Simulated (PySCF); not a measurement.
CCl3, SMILES Cl[C](Cl)Cl (connectivity only; charge and spin as stated), charge +1, multiplicity 1. Atoms are numbered in the order given.

```xyz
4

Cl    -1.6577     0.0000     0.0000
C      0.0000     0.0000     0.0000
Cl     0.8289    -1.4356     0.0000
Cl     0.8289     1.4356     0.0000
```
Charge +1, spin multiplicity 1.

Coordinates come from a TPSSh-D3(BJ)/def2-SVP optimisation. The multiplicity is an assumed one; other spin states were not compared. The isomer is the one that the SMILES or the coordinates give; other isomers of the formula were not compared.

Calculation: B3LYP/def2-TZVPD (PySCF).

Symmetry labels are those of the subgroup C2v that the program uses (full group D3h).

Computed valence orbital energies around the gap with their symmetry:
```
orbital  symmetry  energy (eV)
-------  --------  -----------
HOMO−7         A1       -20.52
HOMO−6         B1       -20.52
HOMO−5         B2       -19.09
HOMO−4         B1       -16.31
HOMO−3         A1       -16.31
HOMO−2         B2       -16.04
HOMO−1         A2       -16.04
HOMO           B1       -15.17
LUMO           B2       -10.21
LUMO+1         A1        -7.15
LUMO+2         A1        -5.22
LUMO+3         B1        -5.22
```
